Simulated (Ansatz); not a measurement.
A made-up structure of B₂H₄Se, closed shell:

B1  (-0.887, 0.352, -0.522)
B2  (0.104, 0.201, 0.777)
Se3  (1.731, -0.803, 0.676)
H4  (-1.761, -0.439, -0.745)
H5  (-0.757, 1.243, -1.315)
H6  (-0.073, 0.674, 1.861)
H7  (-0.499, -0.562, -1.102)
(Å)

It is relaxed with PBE-D4/def2-SVP and then PBE0-D4/def2-TZVP (Ansatz 0.2.0). Atoms count as bonded within 1.22 times the sum of their covalent radii (H–H: 0.88 Å). The end point is not checked to be a true minimum.

Question: Does its bonding change? (Judge from chemistry; the calculation decides.)

Answer: By the calculation: Yes. Formed: B1–Se3, B2–H4; broken: none.

Where it ends: The first stage lowers the energy by 4.24 eV in 17 steps. It ends as B₂H₄Se ([H]1[BH]2[Se][BH2]12):
```tsv
atom	x (Å)	y (Å)	z (Å)
B1	-0.3232	0.0744	-0.9011
B2	-0.2101	0.1001	0.9821
Se3	1.3836	-0.3571	0.1970
H4	-1.1747	0.3370	0.1320
H5	-0.3067	1.1317	-1.4534
H6	-0.6592	0.2549	2.0663
H7	-0.8526	-0.8748	-1.3932
```

Labels in which every atom is bracketed show which atoms are joined, not bond orders.

For scale, one of the runs: PBE0-D4/def2-TZVP relaxation, 134 basis functions, launched by `ansatz run in.yaml --threads 2 --pin off --events-out ev --progress --plain --max-ram 4352MiB`. Hardware: 2 CPU threads of an Intel Xeon Platinum 8259CL, shared host. Wall time about 23 s.
